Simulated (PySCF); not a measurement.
A structure optimised at B3LYP-D3(BJ)/def2-SVP, used in a PySCF frequency run:

```
Sn
F 1 1.9404
F 1 1.9404 2 101.95
O 1 1.9705 2 107.17 3 112.41
H 4 0.9687 1 112.20 2 -54.40
C 1 2.1318 2 112.94 3 -121.48
H 6 1.0976 1 108.21 2 117.45
H 6 1.0976 7 110.59 1 118.37
H 6 1.0977 7 110.71 8 123.09
```
Charge 0, spin multiplicity 1.

Task: Write its SMILES, formula and point group.

Result: [CH3][Sn]([OH])([F])[F], CH4F2OSn, Cs

Task: What are its rotational constants (standard atomic weights)?

Result: 2.8149, 2.5836, 2.5371 GHz
